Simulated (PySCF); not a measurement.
C₅H₇N (SMILES N#CCC1CC1), singlet, at a GFN2-xTB geometry; DF-B3LYP/STO-3G run with PySCF.

Input for PySCF:
```python
from pyscf import gto, scf, dft

mol = gto.M(
    atom='''
N     2.56387908    0.61675377    0.71896272
C     1.65411847   -0.03253887    0.48012636
C     0.49762367   -0.83508294    0.16639408
C    -0.50151583   -0.03583623   -0.64896246
C    -1.95039260   -0.41665840   -0.60976707
C    -1.48902598    0.84778814    0.04979302
H     0.04321551   -1.16908476    1.10345668
H     0.83021892   -1.71644459   -0.39219635
H    -0.10338447    0.31498582   -1.59356994
H    -2.24394389   -1.24274726    0.02071661
H    -2.52475491   -0.34398767   -1.52040128
H    -1.74602168    1.79172586   -0.40502344
H    -1.46732937    0.88224610    1.12877505
''',
    basis='sto-3g',
    verbose=4,
    max_memory=1800,
)

mf = dft.RKS(mol)
mf.xc = 'b3lyp'
mf = mf.density_fit(auxbasis='def2-universal-jkfit')
mf.kernel()
```

Question: What does PySCF print? Leave out banner, timings and long lists.

Answer: 
```
PySCF version 2.14.0

[INPUT] verbose = 4
[INPUT] num. atoms = 13
[INPUT] num. electrons = 44
[INPUT] charge = 0
[INPUT] spin (= nelec alpha-beta = 2S) = 0
[INPUT] symmetry False subgroup None
[INPUT] Mole.unit = angstrom
[INPUT] Symbol           X                Y                Z      unit          X                Y                Z       unit  Magmom
[INPUT]  1 N      2.563879080000   0.616753770000   0.718962720000 AA    4.845029277702   1.165495711593   1.358642634572 Bohr   0.0
[INPUT]  2 C      1.654118470000  -0.032538870000   0.480126360000 AA    3.125830885885  -0.061489552703   0.907307325584 Bohr   0.0
[INPUT]  3 C      0.497623670000  -0.835082940000   0.166394080000 AA    0.940372449401  -1.578078047897   0.314439239949 Bohr   0.0
[INPUT]  4 C     -0.501515830000  -0.035836230000  -0.648962460000 AA   -0.947727565834  -0.067720660037  -1.226361314524 Bohr   0.0
[INPUT]  5 C     -1.950392600000  -0.416658400000  -0.609767070000 AA   -3.685707849378  -0.787370263499  -1.152292762078 Bohr   0.0
[INPUT]  6 C     -1.489025980000   0.847788140000   0.049793020000 AA   -2.813851294562   1.602087396254   0.094095170715 Bohr   0.0
[INPUT]  7 H      0.043215510000  -1.169084760000   1.103456680000 AA    0.081665478233  -2.209250012803   2.085230915522 Bohr   0.0
[INPUT]  8 H      0.830218920000  -1.716444590000  -0.392196350000 AA    1.568886382232  -3.243610183091  -0.741143688554 Bohr   0.0
[INPUT]  9 H     -0.103384470000   0.314985820000  -1.593569940000 AA   -0.195368333833   0.595236932922  -3.011410746940 Bohr   0.0
[INPUT] 10 H     -2.243943890000  -1.242747260000   0.020716610000 AA   -4.240439390991  -2.348451963454   0.039148719129 Bohr   0.0
[INPUT] 11 H     -2.524754910000  -0.343987670000  -1.520401280000 AA   -4.771095311551  -0.650042486527  -2.873142018638 Bohr   0.0
[INPUT] 12 H     -1.746021680000   1.791725860000  -0.405023440000 AA   -3.299502782753   3.385871165701  -0.765383375629 Bohr   0.0
[INPUT] 13 H     -1.467329370000   0.882246100000   1.128775050000 AA   -2.772850643831   1.667203503466   2.133075700742 Bohr   0.0

nuclear repulsion = 207.292624465988
number of shells = 25
number of NR pGTOs = 111
number of NR cGTOs = 37
basis = sto-3g
ecp = {}

******** <class 'pyscf.df.df_jk.DFRKS'> ********
method = DFRKS
initial guess = minao
damping factor = 0
level_shift factor = 0
DIIS = <class 'pyscf.scf.diis.CDIIS'>
diis_start_cycle = 1
diis_space = 8
diis_damp = 0
SCF conv_tol = 1e-09
SCF conv_tol_grad = None
SCF max_cycles = 50
direct_scf = False
XC library pyscf.dft.libxc version 7.1.2
    S. Lehtola, C. Steigemann, M. J. T. Oliveira, and M. A. L. Marques,  SoftwareX 7, 1–5 (2018)
XC functionals = b3lyp
    P. J. Stephens, F. J. Devlin, C. F. Chabalowski, and M. J. Frisch,  J. Phys. Chem. 98, 11623 (1994)
radial grids:
    Treutler-Ahlrichs [JCP 102, 346 (1995); DOI:10.1063/1.469408] (M4) radial grids

becke partition: Becke, JCP 88, 2547 (1988); DOI:10.1063/1.454033
pruning grids: <function nwchem_prune>
grids dens level: 3
symmetrized grids: False
atomic radii adjust function: <function treutler_atomic_radii_adjust>
small_rho_cutoff = 0
Set gradient conv threshold to 3.16228e-05
Initial guess from minao.
tot grids = 153152
******** <class 'pyscf.df.df.DF'> ********
auxbasis = def2-universal-jkfit
init E= -247.281148408852
  HOMO = -0.294139884321909  LUMO = 0.0453971583865762  gap/eV = 9.23927
cycle= 1 E= -246.268137108778  delta_E= 1.01  |g|= 0.518  |ddm|=  4.8
  HOMO = -0.132399303340509  LUMO = 0.191721713057212  gap/eV = 8.81978
cycle= 2 E= -245.958558901016  delta_E= 0.31  |g|= 1.18  |ddm|= 1.71
  HOMO = -0.250983240051994  LUMO = 0.15545026970986  gap/eV = 11.05962
cycle= 3 E= -246.346084503583  delta_E= -0.388  |g|= 0.0369  |ddm|= 1.22
  HOMO = -0.261655459062041  LUMO = 0.146837463635285  gap/eV = 11.11566
cycle= 4 E= -246.346495872319  delta_E= -0.000411  |g|= 0.0114  |ddm|= 0.0655
  HOMO = -0.260379903550015  LUMO = 0.146486577815904  gap/eV = 11.07140
cycle= 5 E= -246.346537006028  delta_E= -4.11e-05  |g|= 0.00188  |ddm|= 0.0181
  HOMO = -0.260138706448214  LUMO = 0.147112879479538  gap/eV = 11.08188
cycle= 6 E= -246.346538105027  delta_E= -1.1e-06  |g|= 0.000719  |ddm|= 0.0034
  HOMO = -0.260184482087383  LUMO = 0.147163800756115  gap/eV = 11.08451
cycle= 7 E= -246.346538247884  delta_E= -1.43e-07  |g|= 0.000182  |ddm|= 0.000939
  HOMO = -0.260183634406541  LUMO = 0.147150641425333  gap/eV = 11.08413
cycle= 8 E= -246.34653825638  delta_E= -8.5e-09  |g|= 3.69e-05  |ddm|= 0.000173
  HOMO = -0.260183907334106  LUMO = 0.147149662967183  gap/eV = 11.08411
cycle= 9 E= -246.346538256707  delta_E= -3.27e-10  |g|= 7.48e-06  |ddm|= 3.2e-05
  HOMO = -0.260183885348871  LUMO = 0.147149880711501  gap/eV = 11.08412
Extra cycle  E= -246.346538256659  delta_E= 4.72e-11  |g|= 1.54e-05  |ddm|= 2.23e-05
converged SCF energy = -246.346538256659
```
